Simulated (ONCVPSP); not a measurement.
**Logarithmic derivatives: Cu, ONCV**

* Element: Cu (Z = 29)
* Generator: ONCVPSP 4.0.1
* Type: optimised norm-conserving Vanderbilt (ONCV)
* Functional: PBEsol
* Relativity: scalar-relativistic
* Frozen core: [Ne]
* Valence charge: 19
* Reference configuration: 3s2 3p6 3d10 4s1
* Partial waves: 3s+4s: rc 1.00 bohr, ncon 4, nbas 9, qcut 9.4 1/bohr, 3 projectors, debl 4 Ha; 3p: rc 0.95 bohr, ncon 5, nbas 8, qcut 14 1/bohr, 1 projector; 3d: rc 1.45 bohr, ncon 4, nbas 8, qcut 10.9 1/bohr, 2 projectors, debl 0.7 Ha
* Local potential: polynomial inside 0.80 bohr (lpopt 5, dvloc0 6 Ha)
* Core correction: Teter function, fcfact 2.25, rcfact 1.25

The phase is arctan(r·R′/R) of the radial function R(r), unwrapped; energies in Ha, scanned from -6 to 5 Ha. A pole is an energy at which the radial function vanishes at the test radius. The pseudo phase is shifted by a multiple of π to meet the all-electron one at the reference energy, and phase errors are pseudo minus all-electron; the curves can meet again beyond the range given. Levels narrower than the energy grid can be missing from the lists of poles.

Question: For each channel, where are the poles, and over which energies does the pseudopotential scatter like the atom?

Answer:

```
channel  radius (bohr)  reference energy (Ha)  poles, all-electron  poles, pseudo  unbroken range about the reference energy with phases within 0.05 rad  phase error 1 Ha above the reference energy (rad)
      s           1.01                  -0.17                -2.19          -2.19                                                        the whole range                                             +0.000
      p           0.96                  -2.65                 0.15           0.13                                                        the whole range                                             -0.000
      d           1.47                  -0.19                 0.34           0.34                                                        the whole range                                             +0.000
```

Phases in the d channel:

```json
{"E (Ha)": "-5.96", "all-electron": "1.332", "pseudo": "1.332"}
{"E (Ha)": "-5.40", "all-electron": "1.318", "pseudo": "1.318"}
{"E (Ha)": "-4.84", "all-electron": "1.300", "pseudo": "1.300"}
{"E (Ha)": "-4.28", "all-electron": "1.279", "pseudo": "1.279"}
{"E (Ha)": "-3.72", "all-electron": "1.251", "pseudo": "1.251"}
{"E (Ha)": "-3.16", "all-electron": "1.215", "pseudo": "1.215"}
{"E (Ha)": "-2.60", "all-electron": "1.162", "pseudo": "1.162"}
{"E (Ha)": "-2.04", "all-electron": "1.079", "pseudo": "1.079"}
{"E (Ha)": "-1.48", "all-electron": "0.918", "pseudo": "0.918"}
{"E (Ha)": "-0.92", "all-electron": "0.458", "pseudo": "0.458"}
{"E (Ha)": "-0.36", "all-electron": "-0.849", "pseudo": "-0.849"}
{"E (Ha)": "0.20", "all-electron": "-1.493", "pseudo": "-1.493"}
{"E (Ha)": "0.76", "all-electron": "-1.736", "pseudo": "-1.736"}
{"E (Ha)": "1.32", "all-electron": "-1.923", "pseudo": "-1.923"}
{"E (Ha)": "1.88", "all-electron": "-2.169", "pseudo": "-2.168"}
{"E (Ha)": "2.44", "all-electron": "-2.623", "pseudo": "-2.621"}
{"E (Ha)": "3.00", "all-electron": "-3.392", "pseudo": "-3.386"}
{"E (Ha)": "3.56", "all-electron": "-3.983", "pseudo": "-3.978"}
{"E (Ha)": "4.12", "all-electron": "-4.268", "pseudo": "-4.263"}
{"E (Ha)": "4.68", "all-electron": "-4.417", "pseudo": "-4.412"}
```
